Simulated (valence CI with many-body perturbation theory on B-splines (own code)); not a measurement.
# Energy levels of Cs XLIII

Level of theory: configuration interaction combined with many-body perturbation theory (CI+MBPT): three valence electrons over a frozen Dirac-Fock core [Ne], a basis of 11 s, 11 p, 9 d, 7 f, 5 g, 2 h, 1 i functions for each j, with the one-electron correlation potential Σ1, the two-electron term Σ2, the three-electron term Σ3, Breit, model QED; selected CI, second order for the rest (own B-spline code, finite nucleus).

No measured spectrum was set against this ion. As an estimate, large intervals hold to a few tenths of a per cent, small ones and those within an open d or f shell to about a per cent.

Levels 1 to 45 of 68, with energies above the lowest level, (3s^2 3p1/2) J=1/2. "Leading %" is the weight of the configuration and term that name the level; weights of strongly mixed levels are sums over their largest components and can fall short. In the jj column 3d3/2^4 stands for four electrons in 3d with j = 3/2. Lifetimes count E1, E2, E3, M1 and M2 decay at the calculated energies, and are blank where another channel may lead or the interval is too uncertain; long ones can be off by a factor of two.

```csv
No.,Configuration,Term,J,E (Ry),Leading %,Second component,g,Lifetime,Leading jj
1,3s2.3p,2P°,1/2,0.000,99,,0.657,,3s^2 3p1/2 (99 %)
2,3s2.3p,2P°,3/2,6.612,98,,1.327,291 ns,3s^2 3p3/2 (98 %)
3,3s.3p2,4P,1/2,7.673,65,25 % 3s.3p2 2S,2.288,79.3 ps,3s 3p1/2^2 (95 %)
4,3s.3p2,4P,3/2,12.956,92,5 % 3s.3p2 2D,1.667,693 ps,3s 3p1/2 3p3/2 (98 %)
5,3s.3p2,2D,5/2,13.801,52,45 % 3s.3p2 4P,1.374,186 ps,3s 3p1/2 3p3/2 (95 %)
6,3s.3p2,2D,3/2,14.959,62,22 % 3s.3p2 2P,0.933,9.36 ps,3s 3p1/2 3p3/2 (83 %)
7,3s.3p2,2P,1/2,15.556,71,23 % 3s.3p2 4P,1.187,2.70 ps,3s 3p1/2 3p3/2 (93 %)
8,3s2.3d,2D,3/2,18.291,83,9 % 3s.3p2 2P,0.843,2.09 ps,3s^2 3d3/2 (83 %)
9,3s2.3d,2D,5/2,18.934,65,26 % 3s.3p2 4P,1.296,48.4 ps,3s^2 3d5/2 (65 %)
10,3s.3p2,2D,5/2,20.855,39,31 % 3s2.3d 2D,1.310,5.07 ps,3s 3p3/2^2 (64 %)
11,3s.3p2,2S,1/2,22.206,69,17 % 3s.3p2 2P,1.840,3.86 ps,3s 3p3/2^2 (97 %)
12,3s.3p2,2P,3/2,22.572,66,26 % 3s.3p2 2D,1.198,1.94 ps,3s 3p3/2^2 (95 %)
13,3p3,2P°,3/2,22.759,35,25 % 3p3 2D°,1.237,8.83 ps,3p1/2^2 3p3/2 (79 %)
14,3s.3p.3d,4F°,3/2,23.786,78,12 % 3s.3p.3d 2D°,0.536,29.2 ps,3s 3p1/2 3d3/2 (90 %)
15,3s.3p.3d,4F°,5/2,24.368,54,18 % 3s.3p.3d 2D°,1.050,102 ps,3s 3p1/2 3d3/2 (91 %)
16,3s.3p.3d,4D°,1/2,25.679,68,24 % 3s.3p.3d 2P°,0.349,2.73 ps,3s 3p1/2 3d3/2 (95 %)
17,3s.3p.3d,4D°,3/2,25.778,46,25 % 3s.3p.3d 4P°,1.326,2.73 ps,3s 3p1/2 3d3/2 (78 %)
18,3s.3p.3d,4P°,5/2,25.972,36,26 % 3s.3p.3d 4D°,1.336,11.4 ps,3s 3p1/2 3d5/2 (95 %)
19,3s.3p.3d,4F°,7/2,26.452,57,22 % 3s.3p.3d 4D°,1.255,19.0 ps,3s 3p1/2 3d5/2 (92 %)
20,3s.3p.3d,2F°,5/2,27.005,37,16 % 3s.3p.3d 4P°,1.109,11.8 ps,3s 3p1/2 3d5/2 (86 %)
21,3s.3p.3d,2D°,3/2,27.114,38,25 % 3p3 4S°,1.229,4.65 ps,3s 3p1/2 3d5/2 (56 %)
22,3p3,2D°,5/2,29.315,64,28 % 3s.3p.3d 2F°,1.102,4.73 ps,3p1/2 3p3/2^2 (64 %)
23,3p3,2D°,3/2,29.729,43,30 % 3p3 4S°,1.260,2.14 ps,3p1/2 3p3/2^2 (71 %)
24,3p3,2P°,1/2,30.086,84,15 % 3s.3p.3d 2P°,0.665,3.44 ps,3p1/2 3p3/2^2 (84 %)
25,3s.3p.3d,4P°,3/2,31.183,41,41 % 3s.3p.3d 4D°,1.357,3.38 ps,3s 3p3/2 3d3/2 (97 %)
26,3s.3p.3d,4D°,5/2,31.215,53,17 % 3s.3p.3d 4F°,1.279,2.73 ps,3s 3p3/2 3d3/2 (83 %)
27,3s.3p.3d,4P°,1/2,31.244,87,12 % 3s.3p.3d 4D°,2.329,3.86 ps,3s 3p3/2 3d3/2 (97 %)
28,3s.3p.3d,4D°,7/2,31.379,48,35 % 3s.3p.3d 4F°,1.307,4.13 ps,3s 3p3/2 3d3/2 (71 %)
29,3s.3p.3d,4F°,9/2,31.616,100,,1.327,356 ns,3s 3p3/2 3d5/2 (100 %)
30,3s.3p.3d,2D°,3/2,32.492,57,26 % 3s.3p.3d 4P°,1.057,3.18 ps,3s 3p3/2 3d5/2 (55 %)
31,3s.3p.3d,2D°,5/2,32.840,48,36 % 3s.3p.3d 4P°,1.334,5.63 ps,3s 3p3/2 3d5/2 (94 %)
32,3p2.3d,4F,3/2,33.379,40,26 % 3p2.3d 2D,0.754,11.6 ps,3p1/2^2 3d3/2 (98 %)
33,3s.3p.3d,2D°,3/2,33.428,43,32 % 3s.3p.3d 2P°,1.152,2.50 ps,3s 3p3/2 3d3/2 (45 %)
34,3s.3p.3d,2F°,7/2,33.533,86,12 % 3s.3p.3d 4D°,1.173,5.44 ps,3s 3p3/2 3d5/2 (78 %)
35,3s.3p.3d,2F°,5/2,33.712,74,9 % 3s.3p.3d 2D°,0.932,1.61 ps,3s 3p3/2 3d3/2 (90 %)
36,3s.3p.3d,2P°,1/2,33.856,75,18 % 3s.3p.3d 4D°,0.612,1.59 ps,3s 3p3/2 3d3/2 (78 %)
37,3s.3p.3d,2F°,7/2,34.380,76,17 % 3s.3p.3d 4D°,1.191,3.15 ps,3s 3p3/2 3d5/2 (92 %)
38,3s.3p.3d,2P°,1/2,34.960,84,12 % 3p3 2P°,0.676,3.15 ps,3s 3p3/2 3d5/2 (76 %)
39,3s.3p.3d,2P°,3/2,35.398,82,6 % 3s.3p.3d 2D°,1.303,2.21 ps,3s 3p3/2 3d5/2 (95 %)
40,3p2.3d,2D,5/2,35.409,25,24 % 3p2.3d 4D,1.192,8.42 ps,3p1/2^2 3d5/2 (93 %)
41,3s.3p.3d,2D°,5/2,35.535,64,19 % 3s.3p.3d 2F°,1.121,1.96 ps,3s 3p3/2 3d5/2 (88 %)
42,3p3,2P°,3/2,37.614,43,26 % 3p3 2D°,1.213,1.36 ps,3p3/2^3 (80 %)
43,3p2.3d,2F,5/2,38.727,55,34 % 3p2.3d 4F,0.927,7.45 ps,3p1/2 3p3/2 3d3/2 (90 %)
44,3p2.3d,4F,3/2,39.134,38,31 % 3p2.3d 2P,0.941,3.93 ps,3p1/2 3p3/2 3d3/2 (96 %)
45,3p2.3d,4D,1/2,39.278,82,16 % 3p2.3d 2P,0.157,3.72 ps,3p1/2 3p3/2 3d3/2 (99 %)
```

The ionisation energy to 3s2 1S_0 of the next ion comes out as 3215 eV (NIST: 3214 ± 4 eV (theoretical)). All 68 levels together are meant to be complete up to 45.635 Ry.
